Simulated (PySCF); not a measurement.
**[NbF6]2-: what the settings change**

[NbF6]2-: Nb(IV) (d1), charge -2. The structure is a PBE0-D3(BJ)/def2-TZVP, IEF-PCM water geometry optimised for multiplicity 2; coordination octahedral, point group D2h, metal–donor distances 1.97–2.01 Å.

The d shell alone is too small an active space for [NbF6]2- (an active orbital has only 0.68 squared overlap with the free ion's shell): its levels, fitted parameters, g values and moments show what this model gives and aren't sound predictions.

```
7

Nb    0.000    0.000    0.000
F     0.000    0.000    2.011
F     0.000    0.000   -2.011
F     1.972    0.061    0.000
F    -1.972   -0.061    0.000
F     0.061    1.972    0.000
F    -0.061   -1.972    0.000
```

Method (PySCF 2.14, density fitting): CASSCF(1,5) with orbitals averaged over all microstates of the shell, strongly contracted NEVPT2 on the averaged canonical orbitals; basis x2c-TZVPall on the metal, x2c-SVPall elsewhere; spin-free X2C; IEF-PCM water; spin-orbit coupling by state interaction with the mean-field operator over all roots.

Base run: NEVPT2 ground state 2B3g (from 2T2g), next 2B2g (from 2T2g) at 1025, then 2Ag (from 2T2g) at 1105 cm⁻¹, 10Dq(NEVPT2) 32413, ζ 649 cm⁻¹, g 0.893 1.091 1.476, μeff(300 K) 1.30 μB.

(1) What happens with the basis x2c-TZVPall on all atoms?

No frequencies were computed for the optimised geometry. Charge-transfer states lie outside this active space and may come lower than some of these levels. NEVPT2 on the d shell alone tends to put d–d bands too high for such charged or covalently bound ions.

## Answers

(1) NEVPT2 ground state 2B3g (from 2T2g), next 2B2g (from 2T2g) at 1017, then 2Ag (from 2T2g) at 1125 cm⁻¹, 10Dq(NEVPT2) 31791, ζ 646 cm⁻¹, g 0.908 1.093 1.481, μeff(300 K) 1.30 μB. It took 27 s against 10 s on a shared host of the same kind.
